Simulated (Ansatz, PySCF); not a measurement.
C3H6N, SMILES `C=C[N+]C` (singlet; the order of the spin states depends on the level; C–C–N–C torsion 180°) (charge 1, multiplicity 1). This singlet lies 0.26 eV below the relaxed triplet at the level B3LYP-D3(BJ)/def2-TZVP (PySCF); other levels give the other order.

Cartesian coordinates (Å):
```xyz
10

C      1.9229    -0.2076     0.2831
C      0.7002     0.1218    -0.2805
N     -0.3477    -0.2157     0.4415
C     -1.6382     0.0658    -0.0251
H      1.9396    -0.7042     1.2478
H      2.8622     0.0166    -0.2123
H      0.6236     0.6208    -1.2458
H     -2.1494     0.6239     0.7801
H     -2.1978    -0.8868     0.0026
H     -1.7154     0.5655    -0.9913
```
Charge +1, spin multiplicity 1.

Frozen-core energies in 6-31g from Ansatz (a program for electronic structure) at a geometry from B3LYP-D3(BJ)/def2-TZVP; the HF reference has <S^2> = 0.00 (restricted, and unstable towards unrestricted orbitals) and the T1 diagnostic is 0.017.

| level | energy (Ha) |
|---|---|
| HF | -171.12092 |
| MP2 | -171.47445 |
| CCSD | -171.51367 |

Q: Estimate the energies of CCSD(T), CCSDT and CCSDT(Q), and give each level's difference from CCSDT(Q).

A: 
```csv
level,energy (Ha),difference from CCSDT(Q) (mHa)
MP2,-171.47445,55.72
CCSD,-171.51367,16.50
CCSD(T),-171.52798,2.19
CCSDT,-171.52907,1.10
CCSDT(Q),-171.53017,0.00
```
